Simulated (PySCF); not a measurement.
C3H9S, SMILES C[S+](C)C, charge +1.

Coordinates come from a PBE0-D3(BJ)/def2-SVP optimisation.

The numbers are results of PBE/def2-TZVP (PySCF), not measurements.

Symmetry labels are those of the subgroup Cs that the program uses (full group C3v).

Computed valence orbital energies around the gap with their symmetry:
```csv
orbital,symmetry,energy (eV)
HOMO−7,A',-16.80
HOMO−6,A",-16.80
HOMO−5,A",-15.64
HOMO−4,A',-15.64
HOMO−3,A",-15.05
HOMO−2,A",-14.64
HOMO−1,A',-14.64
HOMO,A',-12.91
LUMO,A',-5.71
LUMO+1,A",-5.71
LUMO+2,A',-4.81
LUMO+3,A',-4.12
```
